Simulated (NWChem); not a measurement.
Species: WHS2OF; SMILES [OH][W]([F])(=[S])=[S]

```xyz
6

W     -0.2091     0.0550     0.0000
S      1.0355    -0.1599     1.7092
S      1.0355    -0.1599    -1.7092
F     -0.9879     1.7425     0.0000
O     -1.4614    -1.3101     0.0000
H     -1.4920    -2.2725     0.0000
```
Atoms are numbered in this order, from 1.

This is a stationary point of PBE0/def2-SVP with def2 effective core potentials on W (NWChem), point group Cs. def2 effective core potentials on W; no spin-orbit coupling.

**Question.** Is it a minimum? If not, what does it relax to?

**Answer.** No. It has an imaginary frequency of 203i cm⁻¹. Following that mode (on a finer grid) lowers the energy by 0.7 kcal/mol and ends, with real frequencies alone, at point group C1:
```xyz
6

W     -0.1477    -0.0075     0.0457
S      1.1316    -0.0596     1.7415
S      1.0480    -0.2465    -1.6930
F     -1.0125     1.6362    -0.0248
O     -1.3261    -1.4455     0.1763
H     -1.5594    -2.0732    -0.5190
```
